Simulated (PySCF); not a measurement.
# Electron correlation in F⁺ (fluorine, charge +1)

[He] 2s2 2p4, high-spin 3P determinant. Computed with PySCF 2.14 in dyall-acv3z, with scalar relativity by spin-free X2C-1e. Frozen: nothing; 8 electrons correlated; the 5 highest virtual orbitals of each spin left out.

| level | correlation energy (mhartree) |
| --- | --- |
| CCSD | -222.77 |
| (T) | -2.55 |
| CCSD(T) | -225.32 |

Diagnostics: T1 = 0.0035, D1 = 0.0087, largest double amplitude 0.023.

Cost of the coupled-cluster step: of the order of 16 core-seconds, for 8 correlated electrons.
